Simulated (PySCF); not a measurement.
How methods differ on the excitation energy of Ca

Ca [Ar] 4s2 (1S) → Ca [Ar] 4s1 5s1, s spin flipped, as a difference of total energies. Computed with PySCF 2.14 in aug-cc-pVTZ-X2C (7s6p4d2f, 59 functions), with scalar relativity by spin-free X2C-1e. Correlated levels: valence: [Ar] frozen. The calculations carry no spin-orbit coupling.

```tsv
method	excitation energy (eV)
UHF	0.000
LDA	0.000
PBE	0.000
PBE0	0.000
r2SCAN	0.000
HSE06	0.000
B2PLYP	0.000
BHandHLYP	0.000
PW91	0.000
MP2 (valence)	0.000
SCS-MP2 (valence)	0.000
```

The upper determinant mixes two multiplicities, so it lies between the two terms.

The promoted electron is Rydberg-like, and one or two diffuse shells describe it only roughly, which tends to raise the upper state.
